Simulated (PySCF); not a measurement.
**Telling isomers of C7H7FO apart by NMR**

Calculated, not measured (PySCF 2.14.0 with density-fitted response routines): coordinates at the GFN2-xTB level, NMR shieldings at PBE0/pcSseg-1/GIAO. Non-relativistic Hamiltonian, one conformer, averaged over atoms made equivalent by symmetry, fast rotation or ring inversion, isolated molecule.

Shifts are taken against calculated references (same method and geometry level): ¹H (σ = 31.72 ppm), ¹³C (σ = 186.93 ppm) against TMS. Splittings of carbon signals by F and P are missing where no couplings were computed. Where no couplings were computed, multiplicities follow the n + 1 count of equivalent neighbours, and m marks all less simple cases (inequivalent or close neighbours, rings, F or P nearby). Shifts are as computed. Against solution values, carbons near 30 ppm lie about +3 ppm off and those near 130 ppm about +5 ppm. Of 1211 compounds with measured shifts, 218 miss one by over three times the rms of a fit or turn the order of signals round; such compounds aren't used in these exercises. OH and NH positions are gas-phase values without hydrogen bonding to other molecules.

(1) Tabulate the signals of `OCc1ccccc1F`, `C#C/C=C(/F)[C@@H](C)C=O` and their relative energies.

(2) What is the quickest way to tell OCc1ccccc1F from C#C/C=C(/F)[C@@H](C)C=O?

Answers

(1) 
```json
{"SMILES": "OCc1ccccc1F", "carbon types": "2×C 4×CH 1×CH2", "δC": "169.0, 136.5, 133.9, 131.8, 129.6, 120.9, 63.3", "δH": "8.06 (m, 1H), 7.55 (m, 1H), 7.51 (m, 1H), 7.31 (m, 1H), 5.19 (s, 2H), 0.25 (br s, 1H)", "E rel. (kcal/mol)": "0.0"}
{"SMILES": "C#C/C=C(/F)[C@@H](C)C=O", "carbon types": "2×C 4×CH 1×CH3", "δC": "202.4, 186.5, 97.0, 96.6, 79.9, 54.8, 14.4", "δH": "10.06 (m, 1H), 5.61 (m, 1H), 2.88 (m, 1H), 2.71 (d, 1H), 1.54 (d, 3H)", "E rel. (kcal/mol)": "63.0"}
```

Energies are electronic energies at PBE0/pcSseg-1 on these geometries, without zero-point or thermal terms, each for the one conformer computed, which needn't be the lowest.

(2) Both give the same number of carbon signals, but DEPT or the intensities differ. The first has an sp3 CH2 bonded to O, on an aromatic ring at 63.3 ppm, the second an aldehyde carbonyl carbon (CH) at 202.4 ppm. Their most deshielded carbons lie at 169.0 and 202.4 ppm. In the proton spectra the most deshielded non-exchanging signals are 8.06 (m, 1H) and 10.06 (m, 1H).
